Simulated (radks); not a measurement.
Values are calculated unless marked as measured or tabulated.
Isoelectronic series with 17 electrons, all held in the configuration [Ne] 3s2 3p5, which need not be the ground one along the series. Code: a radial shooting solver on a logarithmic mesh with Libxc functionals. Model: non-relativistic Kohn-Sham, PBE, spin-polarised, spherical densities, point nucleus; open shells are filled with parallel spins first. Total energies (hartree) and orbital eigenvalues (eV):

ion	E (hartree)	3p down	3p up	3s down	3s up
Cl	-459.97063	-8.1341	-9.0105	-20.0036	-20.9715
Ar+	-526.76506	-21.5669	-22.6175	-35.8458	-36.9770
K2+	-598.38424	-38.5623	-39.7791	-55.2742	-56.5653
Ca3+	-674.81429	-58.9132	-60.2910	-78.0672	-79.5142
Sc4+	-756.04675	-82.5144	-84.0496	-104.1145	-105.7142
Ti5+	-842.07598	-109.3035	-110.9937	-133.3516	-135.1015
V6+	-932.89803	-139.2403	-141.0834	-165.7371	-167.6351
Cr7+	-1028.50999	-172.2969	-174.2917	-201.2428	-203.2873
Mn8+	-1128.90972	-208.4536	-210.5991	-239.8486	-242.0383
Fe9+	-1234.09553	-247.6960	-249.9912	-281.5399	-283.8737
Co10+	-1344.06614	-290.0130	-292.4572	-326.3057	-328.7826
Ni11+	-1458.82049	-335.3961	-337.9887	-374.1373	-376.7565
Cu12+	-1578.35775	-383.8387	-386.5792	-425.0280	-427.7890
Zn13+	-1702.67724	-435.3353	-438.2235	-478.9726	-481.8746
Ga14+	-1831.77838	-489.8818	-492.9172	-535.9667	-539.0093
Ge15+	-1965.66071	-547.4745	-550.6569	-596.0068	-599.1895
